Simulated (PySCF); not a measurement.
CH7GeNOSi. Atoms are numbered in the order given.

```xyz
12

O      1.8267    -0.2297    -1.2333
Ge     0.7407    -0.1165     0.2115
C     -0.7806    -1.4000    -0.0315
N     -1.8492    -0.4049     0.1200
Si    -1.2405     1.2438     0.1485
H      2.6218     0.3218    -1.1154
H      1.6109    -0.2830     1.4982
H     -0.8155    -2.2105     0.7318
H     -0.7218    -1.8732    -1.0393
H     -2.8180    -0.7269     0.0491
H     -1.4867     2.0914    -1.0823
H     -1.7112     2.0679     1.3262
```
Charge 0, spin multiplicity 1.

Geometry optimised at PBE-D3(BJ)/def2-SVP. The structure was generated by enumeration; whether it is a known compound was not checked. Other conformers were not sampled.

Method: PBE-D3(BJ)/def2-SVP in PySCF 2.14.0.

Frequencies are harmonic and unscaled.

```
mode  ν (cm⁻¹)  IR (km/mol)  moving atoms (share of kinetic energy)
----  --------  -----------  --------------------------------------
1           71          2.3                  N 38 %, H 28 %, O 21 %
2          138          4.5        H 37 %, O 26 %, Si 14 %, Ge 14 %
3          155         87.3                          H 62 %, O 29 %
4          190         12.2         H 39 %, O 28 %, C 16 %, Ge 13 %
5          325          2.5                Si 36 %, Ge 33 %, H 12 %
6          368         56.8                 H 55 %, N 16 %, Si 16 %
7          389         44.0         H 50 %, Si 19 %, N 13 %, Ge 9 %
8          424          8.2                          H 76 %, Si 9 %
9          554         23.9                          H 88 %, C 10 %
10         612         57.7                          C 47 %, H 33 %
11         639         39.7                          H 79 %, Si 8 %
12         658        169.3                 O 65 %, Ge 18 %, H 14 %
13         703         89.0                          H 82 %, O 12 %
14         730          5.2                 H 69 %, N 14 %, Si 10 %
15         779         12.2                  H 66 %, C 14 %, N 13 %
16         799         84.8                 H 49 %, N 25 %, Si 19 %
17         889         59.1                                  H 90 %
18         963        141.2                                  H 93 %
19        1051         19.9                  H 38 %, C 31 %, N 31 %
20        1114         16.1                   H 67 %, C 24 %, N 9 %
21        1128          0.3                                  H 89 %
22        1282         31.6                  H 64 %, N 24 %, C 11 %
23        1432          3.6                                  H 92 %
24        2016        179.1                                  H 99 %
25        2098        167.8                                  H 96 %
26        2112        163.0                                  H 97 %
27        2929         60.0                                  H 95 %
28        2979         29.0                          H 90 %, C 10 %
29        3501          8.7                                  H 93 %
30        3735         68.9                                  H 94 %
```
